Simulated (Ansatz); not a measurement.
Species: sum formula BNHBr2, net charge -1, singlet state. It need not be the lowest isomer of its formula. Whether it binds its extra electron was not tested at this geometry. 
Structure (B3LYP-D3(BJ)/def2-TZVP (Ansatz, an electronic-structure program) minimum search):
SMILES: [NH-]B(Br)Br
```xyz
5

N     -1.8206    -1.2006     0.0064
B     -0.7171    -0.4727     0.0025
Br    -0.5987     1.5947     0.0303
Br     1.1419    -1.2680    -0.0327
H     -2.6826    -0.6671     0.0251
```
Charge -1, spin multiplicity 1.

Total electronic energies in hartree. Correlated levels leave the core frozen unless marked. No spin-orbit coupling. Frozen are the shells of the preceding noble gas and the d and f shells that filled before the atom's block. Non-relativistic. CBS marks a two-point X^-3 extrapolation of the correlation energy; Hartree-Fock from the larger set.

```csv
level,program,energy (Eh)
PBE0/def2-QZVPP,Ansatz,-5228.11850
LC-wPBE/def2-TZVPD,Ansatz,-5227.93184
PBE-QIDH/def2-TZVPD,Ansatz,-5227.29817
MP2/6-31G*,Ansatz,-5224.53178
MP2/aug-cc-pVDZ,Ansatz,-5225.16112
MP2/cc-pVDZ,Ansatz,-5225.10617
SCS-MP2/aug-cc-pVTZ,Ansatz,-5225.44710
CCSD/cc-pVTZ,Ansatz,-5225.46781
"CCSD(T)/CBS(aug-cc-pVTZ,aug-cc-pVQZ)",Ansatz,-5225.6167
```

Totals of different functionals don't rank their quality; only differences between species are comparable.
